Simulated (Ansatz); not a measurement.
Species: GeH$_{2}$, charge 0, singlet. GeH2 (SMILES [GeH2]).
B3LYP-D3(BJ)/def2-TZVP minimum from Ansatz (a quantum-chemistry and plane-wave program):
```xyz
3

Ge    -0.0030    -0.0010     0.0661
H      0.0397    -1.1207    -1.0751
H      0.0547     1.1536    -1.0391
```
Charge 0, spin multiplicity 1.

Total energies in hartree (Ansatz). Radicals and triplets start from unrestricted determinants; spin-orbit coupling is neglected. Correlated methods leave the cores frozen (noble-gas shells, and filled d and f shells in the p block). No relativity. For partners of very few electrons the exact lower level stands in for a higher one. The restricted determinant of H2Ge ([GeH2], singlet) is unstable towards broken spin symmetry in at least one set run.

```csv
species,HF/cc-pVTZ,CCSD(T)/cc-pVTZ,HF/cc-pVQZ,CCSD(T)/cc-pVQZ,CCSD(T)/cc-pV5Z,CCSDT(Q)/cc-pV5Z
1: GeH2 (SMILES [GeH2]),-2076.51565,-2076.64745,-2076.51896,-2076.65614,-2076.65836,-2076.65910
2: Ge (triplet),-2075.36107,-2075.42794,-2075.36359,-2075.43284,-2075.43402,-2075.43452
3: H (doublet),-0.49981,-0.49981,-0.49995,-0.49995,-0.49999,-0.49999
```

Problem. Work out the atomisation energy (electronic, to ground-state atoms) in kJ/mol: take Hartree-Fock from cc-pVQZ, extrapolate the CCSD(T) correlation energy as X^-3 (X = 3, 4), and add CCSDT(Q) - CCSD(T) in cc-pV5Z. 1 hartree = 2625.5 kJ/mol.

Solution. 
Species 1: correlation (64·(-0.13718) - 27·(-0.13180))/37 = -0.14111; step -0.00074; E1 = -2076.51896 + (-0.14111) + (-0.00074) = -2076.66081
Species 2: correlation (64·(-0.06925) - 27·(-0.06687))/37 = -0.07099; step -0.00050; E2 = -2075.36359 + (-0.07099) + (-0.00050) = -2075.43508
Species 3: correlation (64·(0.00000) - 27·(0.00000))/37 = 0.00000; step +0.00000; E3 = -0.49995 + (0.00000) + (+0.00000) = -0.49995
-1·E1 +1·E2 +2·E3 = 0.22583 hartree = 592.9 kJ/mol.
